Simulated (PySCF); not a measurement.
Electron correlation in Ge⁺ (germanium, charge +1)

[Ar] 3d10 4s2 4p1, 2P determinant. All numbers are calculated (PySCF 2.14, the non-relativistic Hamiltonian (point nucleus), in pcseg-2 (6s5p3d1f, 43 functions)). Frozen: [Ar] 3d10; 3 electrons correlated.

MP2 pair energies summed by pair of shells (mhartree):

| pair | energy | share (%) |
| --- | --- | --- |
| 4s-4s | -20.97 | 56.4 |
| 4s-4p | -16.20 | 43.6 |

Total MP2 correlation energy: -37.17 mhartree.

Same-spin part -2.49 and opposite-spin part -34.68 mhartree; SCS-MP2 scales them by 1/3 and 6/5 to -42.45 mhartree.

```
  level  correlation energy (mhartree)
   CCSD                         -51.05
    (T)                          -0.78
CCSD(T)                         -51.83
```

Diagnostics: T1 = 0.010, D1 = 0.0243, largest double amplitude 0.096.

Cost of the coupled-cluster step: 0.33 s of wall time on 1 thread of Neoverse-V1 (shared host), for 3 correlated electrons.

Iterations:

```
CC2 = 0
CCSD nocc = (np.int64(2), np.int64(1)), nmo = (29, 29)
frozen orbitals [[0, 1, 2, 3, 4, 5, 6, 7, 8, 9, 10, 11, 12, 13], [0, 1, 2, 3, 4, 5, 6, 7, 8, 9, 10, 11, 12, 13]]
max_cycle = 100
direct = 0
conv_tol = 1e-08
conv_tol_normt = 1e-06
diis_space = 8
diis_start_cycle = 0
Init t2, MP2 energy = -0.0371731925570699
Init E_corr(UCCSD) = -0.0371731925572292
cycle = 1  E_corr(UCCSD) = -0.0461251648775694  dE = -0.00895197232  norm(t1,t2) = 0.0477818
cycle = 2  E_corr(UCCSD) = -0.0490359795587135  dE = -0.00291081468  norm(t1,t2) = 0.0198831
cycle = 3  E_corr(UCCSD) = -0.0510558163446447  dE = -0.00201983679  norm(t1,t2) = 0.00909532
cycle = 4  E_corr(UCCSD) = -0.0510410392666581  dE = 1.4777078e-05  norm(t1,t2) = 0.00108136
cycle = 5  E_corr(UCCSD) = -0.0510524341993229  dE = -1.13949327e-05  norm(t1,t2) = 0.000123937
cycle = 6  E_corr(UCCSD) = -0.0510492512135001  dE = 3.18298582e-06  norm(t1,t2) = 2.13292e-05
cycle = 7  E_corr(UCCSD) = -0.051050623574563  dE = -1.37236106e-06  norm(t1,t2) = 5.45789e-06
cycle = 8  E_corr(UCCSD) = -0.051050248394807  dE = 3.75179756e-07  norm(t1,t2) = 1.54193e-06
cycle = 9  E_corr(UCCSD) = -0.0510502732917501  dE = -2.4896943e-08  norm(t1,t2) = 2.10097e-07
cycle = 10  E_corr(UCCSD) = -0.0510502805266742  dE = -7.23492413e-09  norm(t1,t2) = 5.33313e-08
UCCSD converged
E(UCCSD) = -2075.110212165245  E_corr = -0.0510502805266742
UCCSD(T) correction = -0.000784403979353857
```
